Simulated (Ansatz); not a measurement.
Stepwise reaction of `[Cl][GeH]([Cl])[Cl]` with hydrogen, as a gas-phase model of exchange steps in deposition or etching. ΔE in kJ/mol; ΔG adds harmonic PBE0-D4 terms to CCSD(T)/CBS, at 1 bar.

Calculated with Ansatz (gas phase, PBE0-D4/def2-TZVP geometries, no zero-point term in ΔE). CBS: MP2 limit from def2 TZ/QZ plus the TZ coupled-cluster correction, frozen cores. This one scheme is used for every species. Functionals use def2-TZVPP. B3LYP here is the variant with VWN-RPA as its local correlation; programs differ in this. For Ge outer-core shells are correlated without core-valence functions, which leaves a few kJ/mol of doubt a bond. Scalar relativity is left out up to krypton.

| step | reaction | PBE-D4 | B3LYP-D4 | ωB97M-V | CCSD(T)/CBS | ΔG(500 K) |
| --- | --- | --- | --- | --- | --- | --- |
| 1 | `[Cl][GeH]([Cl])[Cl]` + H₂ → `[Cl][GeH2][Cl]` + HCl | 53.6 | 52.5 | 51.2 | 49.6 | 41.5 |
| 2 | `[Cl][GeH2][Cl]` + H₂ → `[Cl][GeH3]` + HCl | 55.2 | 54.6 | 53.6 | 52.3 | 47.6 |

(1) Give the row of step 3, `[Cl][GeH3]` + H₂ → GeH₄ + HCl. (Estimate.)

(2) By hand: ΔE of the 3 steps together at CCSD(T)/CBS.

Results:

(1) The calculation gave: 
```
step                        reaction  PBE-D4  B3LYP-D4  ωB97M-V  CCSD(T)/CBS  ΔG(500 K)
   3  `[Cl][GeH3]` + H₂ → GeH₄ + HCl    49.1      50.2     49.8         48.5       47.9
```

(2) (49.6) + (52.3) + (48.5) = 150.4 kJ/mol, or 50.1 kJ/mol a step.

In ΔE the steps differ by no more than 3.8 kJ/mol. All are uphill at CCSD(T)/CBS. ΔG lies between 41.5 and 47.9 kJ/mol a step. PBE-D4 differs from CCSD(T)/CBS by 0.6 to 4.0 kJ/mol a step. Isolated molecules leave out the surface, adducts and barriers. Largest T1 diagnostic: 0.012.
